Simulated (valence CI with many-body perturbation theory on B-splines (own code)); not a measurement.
## E1 transitions of Hg⁴⁸⁺

Calculated by valence CI with perturbative core correlation (CI+MBPT): four valence electrons over a frozen Dirac-Fock core [Ar] 3d10, radial functions for each j: 11 s, 11 p, 9 d, 7 f, 5 g, 2 h, 1 i, with the one-electron correlation potential Σ1, the two-electron term Σ2, the three-electron term Σ3, Breit, model QED; selected CI, second order for the rest (own B-spline code, finite nucleus).

No measured spectrum was set against this ion. As an estimate, large intervals hold to a few tenths of a per cent, small ones and those within an open d or f shell to about a per cent.

Lines 1 to 50 of 242 in falling wavelength, among levels below 648.41 eV, chosen from the strongest by gf and those to the six lowest levels. Wavelengths and rates use the calculated energies. Electric multipoles are in the length gauge, E1 and E2 with the static RPA response of the core. Weak lines are less certain than strong ones. Lines between different terms over intervals too small for the method are left out, as are lines whose strength nearly cancels. The highest levels of a list are the least certain.

Levels are named by their leading jj configuration (3d3/2^4 stands for four electrons in 3d with j = 3/2), which in mixed levels can hold well under half, so a name can repeat and another be missing. Letters in brackets count levels of one name in rising energy.

```tsv
λ vac (nm)	Upper	Lower	A (s⁻¹)	S (a.u.)
58.34	(4s^2 4p3/2^2) J=2	(4s 4p1/2^2 4p3/2) J=1	1.48e+06	7.26e-04
49.94	(4s^2 4p1/2 4d3/2) J=2	(4s^2 4p3/2^2) J=2	4.61e+05	1.42e-04
39.25	(4s^2 4p3/2^2) J=0	(4s 4p1/2^2 4p3/2) J=1	6.42e+06	1.92e-04
32.93	(4s^2 4p3/2^2) J=2	(4s 4p1/2^2 4p3/2) J=2	4.78e+06	4.21e-04
27.17	(4s^2 4p1/2 4d3/2) J=1	(4s^2 4p3/2^2) J=2	1.35e+07	4.00e-04
19.07	(4s^2 4p1/2 4d5/2) J=2	(4s^2 4p3/2^2) J=2	9.98e+07	1.71e-03
18.69	(4s^2 4p1/2 4d5/2) J=3	(4s^2 4p3/2^2) J=2	7.11e+07	1.60e-03
13.67	(4s 4p1/2 4p3/2 4d3/2) J=3 [a]	(4s^2 4p3/2 4d3/2) J=2	5.19e+09	4.58e-02
12.99	(4s 4p1/2 4p3/2 4d5/2) J=4 [a]	(4s^2 4p3/2 4d5/2) J=4	3.57e+09	3.48e-02
12.85	(4s 4p1/2^2 4d3/2) J=2	(4s^2 4p1/2 4d3/2) J=1	1.07e+10	5.58e-02
12.70	(4s 4p1/2 4p3/2 4d3/2) J=4	(4s^2 4p3/2 4d3/2) J=3	1.13e+10	1.03e-01
12.27	(4s 4p1/2 4p3/2^2) J=2 [a]	(4s^2 4p3/2^2) J=2	2.41e+09	1.10e-02
12.19	(4s 4p1/2 4p3/2 4d5/2) J=4 [b]	(4s^2 4p3/2 4d5/2) J=3	5.67e+09	4.56e-02
11.64	(4s 4p1/2 4p3/2 4d3/2) J=2 [b]	(4s^2 4p3/2 4d3/2) J=2	1.26e+10	4.90e-02
11.63	(4s 4p1/2 4p3/2 4d5/2) J=5	(4s^2 4p3/2 4d5/2) J=4	1.86e+10	1.59e-01
11.57	(4s 4p1/2^2 4p3/2) J=2	(4s^2 4p1/2 4p3/2) J=2	1.40e+10	5.34e-02
11.49	(4s 4p1/2 4p3/2 4d3/2) J=3 [b]	(4s^2 4p3/2 4d3/2) J=3	4.50e+09	2.36e-02
11.39	(4s 4p1/2 4p3/2 4d3/2) J=1 [b]	(4s^2 4p3/2 4d3/2) J=0	1.19e+10	2.60e-02
11.36	(4s 4p1/2 4p3/2 4d5/2) J=4 [c]	(4s^2 4p3/2 4d5/2) J=3	1.26e+10	8.19e-02
11.31	(4s 4p1/2 4p3/2 4d3/2) J=2 [c]	(4s^2 4p3/2 4d3/2) J=1	1.01e+10	3.58e-02
11.27	(4s 4p1/2^2 4d5/2) J=3	(4s^2 4p1/2 4d5/2) J=3	1.52e+10	7.50e-02
11.26	(4s 4p1/2 4p3/2 4d5/2) J=3 [a]	(4s^2 4p3/2 4d5/2) J=2	1.32e+10	6.51e-02
11.25	(4s 4p1/2 4p3/2^2) J=3	(4s^2 4p3/2^2) J=2	1.76e+10	8.68e-02
11.25	(4s 4p1/2 4p3/2 4d3/2) J=3 [b]	(4s^2 4p3/2 4d3/2) J=2	5.11e+09	2.51e-02
11.24	(4p1/2^2 4p3/2^2) J=2	(4s 4p1/2 4p3/2^2) J=1 [b]	8.57e+09	3.00e-02
11.14	(4s 4p1/2^2 4d5/2) J=3	(4s^2 4p1/2 4d5/2) J=2	2.09e+10	9.99e-02
11.08	(4s 4p1/2 4p3/2 4d3/2) J=1 [c]	(4s^2 4p3/2 4d3/2) J=1	2.01e+10	4.04e-02
11.08	(4s 4p1/2^2 4p3/2) J=2	(4s^2 4p1/2 4p3/2) J=1	1.67e+10	5.60e-02
11.07	(4p1/2^2 4p3/2^2) J=2	(4s 4p1/2 4p3/2^2) J=2 [b]	1.72e+10	5.77e-02
10.95	(4s 4p1/2^2 4d3/2) J=1	(4s^2 4p1/2 4d3/2) J=2	3.27e+10	6.34e-02
10.94	(4s 4p1/2 4p3/2 4d5/2) J=1 [c]	(4s^2 4p3/2 4d5/2) J=1	1.84e+10	3.57e-02
10.88	(4s 4p1/2 4p3/2^2) J=1 [a]	(4s^2 4p3/2^2) J=0	1.42e+10	2.71e-02
10.85	(4s 4p1/2 4p3/2 4d3/2) J=3 [c]	(4s^2 4p3/2 4d3/2) J=3	1.61e+10	7.11e-02
10.85	(4p1/2^2 4p3/2^2) J=2	(4s 4p1/2 4p3/2^2) J=1 [a]	5.52e+09	1.74e-02
10.82	(4s 4p1/2 4p3/2 4d5/2) J=2 [c]	(4s^2 4p3/2 4d5/2) J=1	2.27e+10	7.11e-02
10.80	(4s 4p1/2 4p3/2 4d5/2) J=1 [a]	(4s^2 4p3/2 4d5/2) J=2	1.41e+10	2.64e-02
10.73	(4s 4p1/2 4p3/2 4d5/2) J=3 [b]	(4s^2 4p3/2 4d5/2) J=2	7.47e+09	3.19e-02
10.57	(4s 4p1/2 4p3/2 4d5/2) J=2 [b]	(4s^2 4p3/2 4d5/2) J=2	1.98e+10	5.78e-02
10.57	(4s 4p1/2^2 4d3/2) J=2	(4s^2 4p1/2 4d3/2) J=2	2.32e+10	6.76e-02
10.47	(4p1/2^2 4p3/2^2) J=0	(4s 4p1/2 4p3/2^2) J=1 [b]	3.73e+10	2.11e-02
10.46	(4s 4p1/2^2 4d5/2) J=2	(4s^2 4p1/2 4d5/2) J=3	3.69e+10	1.04e-01
10.39	(4s 4p1/2 4p3/2 4d5/2) J=3 [d]	(4s^2 4p3/2 4d5/2) J=3	2.21e+10	8.57e-02
10.35	(4s 4p1/2 4p3/2 4d5/2) J=3 [b]	(4s^2 4p3/2 4d5/2) J=4	6.68e+09	2.56e-02
10.35	(4s 4p1/2^2 4d5/2) J=2	(4s^2 4p1/2 4d5/2) J=2	1.03e+10	2.81e-02
10.17	(4s 4p1/2 4p3/2 4d5/2) J=4 [b]	(4s^2 4p3/2 4d5/2) J=4	1.26e+10	5.89e-02
10.17	(4s 4p1/2 4p3/2 4d5/2) J=2 [d]	(4s^2 4p3/2 4d5/2) J=3	2.91e+10	7.56e-02
10.14	(4p1/2^2 4p3/2^2) J=0	(4s 4p1/2 4p3/2^2) J=1 [a]	6.73e+10	3.46e-02
10.04	(4s 4p1/2^2 4p3/2) J=1	(4s^2 4p1/2 4p3/2) J=2	4.71e+10	7.05e-02
9.979	(4s 4p1/2 4p3/2^2) J=1 [a]	(4s^2 4p3/2^2) J=2	1.44e+10	2.12e-02
9.863	(4s 4p1/2 4p3/2 4d3/2) J=1 [d]	(4s^2 4p3/2 4d3/2) J=2	1.59e+10	2.25e-02
```
